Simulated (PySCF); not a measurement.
# Computed records: BFH₄Si₂, BFH₂NSi, B₂ClFH, CH₃AlBF and others

Calculation on a computer-drawn molecule: the log of a Hartree-Fock and frozen-core CCSD(T) single point meant for a local Hartree-Fock minimum, with one planted fault or none, to be diagnosed. Offsets are logged minus clean, where the clean run is the same molecule without the fault. The reference is restricted for singlets and unrestricted otherwise, and also for a bond in bohr or an excited solution. Adding or removing an electron swaps singlet and doublet. The excited solution moves the top pair (singlet) or top alpha electron (doublet) to the lowest empty orbital. Highest occupied and lowest empty are orbital energies over both spins, largest force is the largest gradient component, triples share is (T) over the correlation energy, the T1 limit is 0.02 restricted and 0.045 unrestricted, electrons count all cores, a negative frequency is imaginary (commonest isotopes), and the dipole is about the centre of nuclear charge. Program: PySCF 2.14.0.

Common to all runs: meant basis cc-pV(D+d)Z; logged SCF converged yes; possible faults no fault, one electron removed, one electron added, multiplicity raised by two, geometry at a saddle point, SCF held on an excited solution, minimal basis STO-3G, one bond length entered in bohr, all coordinates scaled.

(1) 
```xyz
8
formula=BFH4Si2 meant_charge=0 meant_multiplicity=1 logged_electrons=46 logged_basis_functions=94 logged_spin_squared=1.0915 logged_highest_occupied=-8.5067 logged_lowest_empty=0.055382 logged_largest_force=0.006165 logged_T1_diagnostic=0.054138 logged_D1_diagnostic=0.20881 logged_triples_share=0.030131 logged_CC_converged=yes logged_dipole_magnitude=0.57572 logged_SCF_stable_within_its_kind=yes logged_energy_HF=-704.20496 logged_energy_CCSD(T)=-704.70492 planted_fault=one_bond_length_entered_in_bohr,row_4_of_the_drawn_bonds HF_energy_offset_from_clean_run=51.17 CCSD(T)_energy_offset_from_clean_run=62.08
F     -1.8349     0.5811     0.7702
B     -2.2158    -0.4643     0.0165
Si    -3.3795    -0.2084    -1.6552
Si    -1.5301    -2.3244     0.6106
H     -5.7518    -0.7808    -0.1439
H     -1.9578    -2.6095     2.0028
H     -0.0478    -2.3754     0.5401
H     -2.0737    -3.3872    -0.2744
```

Units: logged_highest_occupied, logged_lowest_empty in eV; logged_largest_force in hartree/bohr; logged_dipole_magnitude in debye; logged_energy_HF, logged_energy_CCSD(T) in hartree; HF_energy_offset_from_clean_run, CCSD(T)_energy_offset_from_clean_run in kcal/mol.

Drawn bonds:
```tsv
atom	other atom	order
1	2	1
2	3	1
2	4	1
3	5	1
4	6	1
4	7	1
4	8	1
```

Notes: T1 above single-reference limit.

(2) 
```xyz
6
formula=BFH2NSi meant_charge=0 meant_multiplicity=2 logged_electrons=37 logged_basis_functions=75 logged_spin_squared=1.8287 logged_highest_occupied=-8.5701 logged_lowest_empty=1.2936 logged_largest_force=0.042521 logged_T1_diagnostic=0.075607 logged_D1_diagnostic=0.30083 logged_triples_share=0.032589 logged_CC_converged=yes logged_dipole_magnitude=2.2713 logged_SCF_stable_within_its_kind=yes logged_energy_HF=-468.5236 logged_energy_CCSD(T)=-469.05021 planted_fault=one_bond_length_entered_in_bohr,row_2_of_the_drawn_bonds HF_energy_offset_from_clean_run=128.8 CCSD(T)_energy_offset_from_clean_run=135.8
F     -1.2170    -1.4402    -2.3570
B     -0.6652    -1.3247    -1.2000
N      0.3263    -1.1086     0.9170
Si     1.1814    -0.9996     2.3853
H      0.6114    -1.9262     3.3927
H      1.1477     0.3872     2.9086
```

Units: logged_highest_occupied, logged_lowest_empty in eV; logged_largest_force in hartree/bohr; logged_dipole_magnitude in debye; logged_energy_HF, logged_energy_CCSD(T) in hartree; HF_energy_offset_from_clean_run, CCSD(T)_energy_offset_from_clean_run in kcal/mol.

Drawn bonds:
```tsv
atom	other atom	order
1	2	1
2	3	2
3	4	1
4	5	1
4	6	1
```

Notes: T1 above single-reference limit.

(3) 
```xyz
5
formula=B2ClFH meant_charge=1 meant_multiplicity=1 logged_electrons=36 logged_basis_functions=25 logged_spin_squared=0 logged_highest_occupied=-17.999 logged_lowest_empty=-3.9468 logged_largest_force=0.042368 logged_T1_diagnostic=0.025136 logged_D1_diagnostic=0.086208 logged_triples_share=0.068806 logged_CC_converged=yes logged_dipole_magnitude=1.3501 logged_SCF_stable_within_its_kind=yes logged_energy_HF=-601.73048 logged_energy_CCSD(T)=-601.88028 planted_fault=minimal_basis_STO-3G HF_energy_offset_from_clean_run=4347 CCSD(T)_energy_offset_from_clean_run=4569
F     -2.7201     1.0237    -1.9774
B     -2.6747    -0.2680    -1.9502
B     -1.7712    -0.9922    -3.2932
Cl    -0.9581    -1.6843    -4.4989
H     -3.1705    -0.9632    -1.1308
```

Units: logged_highest_occupied, logged_lowest_empty in eV; logged_largest_force in hartree/bohr; logged_dipole_magnitude in debye; logged_energy_HF, logged_energy_CCSD(T) in hartree; HF_energy_offset_from_clean_run, CCSD(T)_energy_offset_from_clean_run in kcal/mol.

Drawn bonds:
```tsv
atom	other atom	order
1	2	1
2	3	1
3	4	1
2	5	1
```

Notes: T1 above single-reference limit.

(4) 
```xyz
7
formula=CH3AlBF meant_charge=0 meant_multiplicity=1 logged_electrons=36 logged_basis_functions=80 logged_spin_squared=0.844 logged_highest_occupied=-8.1787 logged_lowest_empty=0.83503 logged_largest_force=0.019267 logged_T1_diagnostic=0.083371 logged_D1_diagnostic=0.45101 logged_triples_share=0.031724 logged_CC_converged=yes logged_dipole_magnitude=2.6484 logged_SCF_stable_within_its_kind=yes logged_energy_HF=-405.52146 logged_energy_CCSD(T)=-406.02136 planted_fault=one_bond_length_entered_in_bohr,row_1_of_the_drawn_bonds HF_energy_offset_from_clean_run=114.6 CCSD(T)_energy_offset_from_clean_run=119.6
F     -0.0666    -1.8530     0.4472
B     -2.3099    -1.2597    -0.5888
C     -3.0767    -0.0239    -0.1024
Al    -4.2260    -0.2558     1.5593
H     -2.7279    -2.0395    -1.4043
H     -2.4074     0.7862     0.2273
H     -3.7837     0.3643    -0.8484
```

Units: logged_highest_occupied, logged_lowest_empty in eV; logged_largest_force in hartree/bohr; logged_dipole_magnitude in debye; logged_energy_HF, logged_energy_CCSD(T) in hartree; HF_energy_offset_from_clean_run, CCSD(T)_energy_offset_from_clean_run in kcal/mol.

Drawn bonds:
```tsv
atom	other atom	order
1	2	1
2	3	1
3	4	1
2	5	1
3	6	1
3	7	1
```

Notes: T1 above single-reference limit.

(5) 
```xyz
6
formula=AlBFH2N meant_charge=0 meant_multiplicity=1 logged_electrons=36 logged_basis_functions=75 logged_spin_squared=0 logged_highest_occupied=-8.6138 logged_lowest_empty=1.0881 logged_largest_force=2.207e-05 logged_lowest_frequency=134.03 logged_T1_diagnostic=0.01441 logged_D1_diagnostic=0.044189 logged_triples_share=0.024453 logged_CC_converged=yes logged_dipole_magnitude=1.6979 logged_SCF_stable_within_its_kind=yes logged_energy_HF=-421.78512 logged_energy_CCSD(T)=-422.30843 planted_fault=no_fault HF_energy_offset_from_clean_run=0 CCSD(T)_energy_offset_from_clean_run=0
F     -0.8951     1.3125    -1.0130
B      0.1241     0.7164    -0.3710
N      0.1506    -0.6743    -0.1908
Al     1.4833    -1.6045     0.6675
H      1.0037     1.4269     0.0375
H     -0.6514    -1.1445    -0.5845
```

Units: logged_highest_occupied, logged_lowest_empty in eV; logged_largest_force in hartree/bohr; logged_lowest_frequency in cm⁻¹; logged_dipole_magnitude in debye; logged_energy_HF, logged_energy_CCSD(T) in hartree; HF_energy_offset_from_clean_run, CCSD(T)_energy_offset_from_clean_run in kcal/mol.

Drawn bonds:
```tsv
atom	other atom	order
1	2	1
2	3	1
3	4	1
2	5	1
3	6	1
```

(6) 
```xyz
6
formula=AlBFH2N meant_charge=0 meant_multiplicity=1 logged_electrons=36 logged_basis_functions=75 logged_spin_squared=0 logged_highest_occupied=-4.8936 logged_lowest_empty=-3.23 logged_largest_force=0.022216 logged_dipole_magnitude=2.9003 logged_SCF_stable_within_its_kind=no logged_energy_HF=-421.48079 planted_fault=SCF_held_on_an_excited_solution HF_energy_offset_from_clean_run=191
F     -0.8951     1.3125    -1.0130
B      0.1241     0.7164    -0.3710
N      0.1506    -0.6743    -0.1908
Al     1.4833    -1.6045     0.6675
H      1.0037     1.4269     0.0375
H     -0.6514    -1.1445    -0.5845
```

Units: logged_highest_occupied, logged_lowest_empty in eV; logged_largest_force in hartree/bohr; logged_dipole_magnitude in debye; logged_energy_HF in hartree; HF_energy_offset_from_clean_run in kcal/mol.

Drawn bonds:
```tsv
atom	other atom	order
1	2	1
2	3	1
3	4	1
2	5	1
3	6	1
```

Notes: coupled-cluster numbers left out as unreliable.
